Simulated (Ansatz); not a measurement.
```yaml
crystal:
  periodic: [false, false, false]
  atoms:
    - {symbol: N, position_ang: [-1.568949, 0.527377, -0.794865]}
    - {symbol: Si, position_ang: [0.199948, 0.792481, -0.404550]}
    - {symbol: Ge, position_ang: [0.875180, -1.038175, 0.943398]}
    - {symbol: H, position_ang: [-1.862483, -0.400935, -1.235075]}
    - {symbol: H, position_ang: [-2.074648, 1.349539, -1.164846]}
    - {symbol: H, position_ang: [0.231137, 2.099473, 0.353509]}
    - {symbol: H, position_ang: [1.096865, 0.911824, -1.595787]}
    - {symbol: H, position_ang: [0.599010, -2.350161, 0.244811]}
    - {symbol: H, position_ang: [0.219488, -0.998590, 2.325009]}
    - {symbol: H, position_ang: [2.402415, -0.965158, 1.198982]}
basis:
  gaussian: {orbitals: def2-SVPD, point_charges: [{charge: 0.50, position_ang: [6.762, -0.235, 0.010]}]}
hamiltonian: {xc: {name: M06-2X}, pseudopotentials: {relativity: scalar}}
```

```sh
$ ansatz run in.yaml --threads 2 --pin off --events-out ev --progress --plain --max-ram 4352MiB
```

Shortened log:

```
Error: YAML parse error: error: line 16 column 19: hamiltonian.xc: no functional is named "M06-2X"; the names, which are not case-sensitive, are SVWN5, SPW92, PBE, PBE0, PBEsol, revPBE, revPBE0, RPBE, rPW86-PBE, HSE06, wPBEh, LC-wPBE, HISS, HF, BLYP, B3LYP, B3LYP5, BHLYP, CAM-B3LYP, r2SCAN, r2SCANh, r2SCAN0, r2SCAN50, m-r2SCAN, B97, wB97, wB97X, wB97X-V, B97M-V, wB97M-V, B2PLYP, B2GP-PLYP, PBE0-DH, PBE-QIDH
14 | basis:
15 |   gaussian: {orbitals: def2-SVPD, point_charges: [{charge: 0.50, position_ang: [6.7…
16 | hamiltonian: {xc: {name: M06-2X}, pseudopotentials: {relativity: scalar}}
```

Q: What is wrong with this run?

A: The method's name isn't one that the program takes here. The program refused the input.

HSE06 is defined as in plane-wave codes.
